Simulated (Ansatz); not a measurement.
The same path of AlClH4OSi + BrH (10 atoms, charge 0, multiplicity 1) was run twice with different band settings. Lost on the way: Br9–H10. Made: Al1–Br9, O2–H10.

Method: RHF/def2-SVP (Ansatz).

Relaxed end points:

```xyz
10
Properties=species:S:1:pos:R:3
Al -0.096 -0.153 0.063
O -0.684 -0.423 1.620
Si -1.376 -0.703 3.071
H -2.673 -1.397 2.917
H -0.488 -1.527 3.922
H -1.613 0.592 3.760
H 1.422 -0.252 -0.271
Cl -1.501 -0.047 -1.506
Br 0.080 2.950 0.745
H -0.559 2.770 1.990
```

```xyz
10
Properties=species:S:1:pos:R:3
Al -0.101 0.577 0.093
O -0.379 0.473 2.025
Si -1.425 -0.549 2.949
H -1.414 -1.841 2.259
H -0.804 -0.617 4.283
H -2.752 0.073 3.016
H 0.988 -0.491 -0.257
Cl -2.105 0.139 -0.531
Br 0.534 2.796 0.023
H -0.030 1.251 2.452
```

Common settings: spring 5.0 eV/Å²; optimiser quadratic models (default); start path through a guess of the saddle point; force threshold 0.05 eV/Å; iteration limit 60; end points relaxed.

| run | movable images | climbing image |
| --- | --- | --- |
| 1 | 7 | yes |
| 2 | 2 | no |

What does each run give, and how far can it be trusted?

Run 1: converged after 19 iterations, highest image 0.445 eV above the first end. A vibrational analysis at the climbing image gives one clearly imaginary mode, 1126i cm⁻¹: a first-order saddle point.
Run 2: converged after 15 iterations, highest image 0.025 eV above the first end. No image climbed, so the highest image needn't sit at the top of the path. A band with more images between the same ends climbed to 0.44 eV, so this one has probably stepped over the top. So few images can step over the top or miss a turn of the path.
The orbitals stay closed-shell, which can raise the energy where a bond breaks towards radicals; this wasn't checked here.
